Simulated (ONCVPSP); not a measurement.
## Building the ONCV potential for Ta (PBEsol, fully relativistic).

* Element: Ta (Z = 73)
* Generator: ONCVPSP 4.0.1
* Type: optimised norm-conserving Vanderbilt (ONCV)
* Functional: PBEsol
* Relativity: fully relativistic
* Frozen core: [Kr] 4d10
* Valence charge: 27
* Reference configuration: 4f14 5s2 5p6 5d2 (charge +3)
* Partial waves: 5s: rc 1.05 bohr, ncon 3, nbas 7, qcut 5.4 1/bohr, 2 projectors, debl 0.7 Ha; 5p: rc 1.65 bohr, ncon 4, nbas 8, qcut 10.1 1/bohr, 1 projector; 5d: rc 2.80 bohr, ncon 3, nbas 8, qcut 6 1/bohr, 2 projectors, debl 2 Ha; 4f: rc 1.05 bohr, ncon 5, nbas 10, qcut 13.7 1/bohr, 2 projectors, debl 2.1 Ha
* Local potential: polynomial inside 1.00 bohr (lpopt 5, dvloc0 0 Ha)
* Core correction: Teter function, fcfact 5.75, rcfact 1.25

Open shells are filled in proportion to 2j + 1.

In the s channel the program set the typed energies aside and used -3.707, 0.250 Ha.

All-electron outer shells of the reference configuration (PBEsol, scalar-relativistic, ld1.x):

```
shell  level (eV)  outermost node (bohr)  outermost maximum (bohr)
   5s     -101.08                   0.54                      0.98
   5p      -67.18                   0.58                      1.12
   4f      -52.90                      –                      0.44
   5d      -29.13                   0.65                      1.51
```

Task: What does a ghost test show?

Result: No bound ghost flagged; GHOST(+) flagged for s at 31.9 eV, p3/2 at 32.7 eV, d5/2 at 140.2 eV.

Task: Tests: 4f14 5s2 5p6 5d3 6s2; 4f14 5s2 5p6 5d3 6s1; 4f14 5s2 5p6 5d3; 4f14 5s2 5p6 5d3.5 6s1.5. Which has the largest error in its energy relative to the reference configuration, and how large is it?

Result: 4f14 5s2 5p6 5d3, with +18 meV (all-electron minus pseudo) on -23.60 eV.
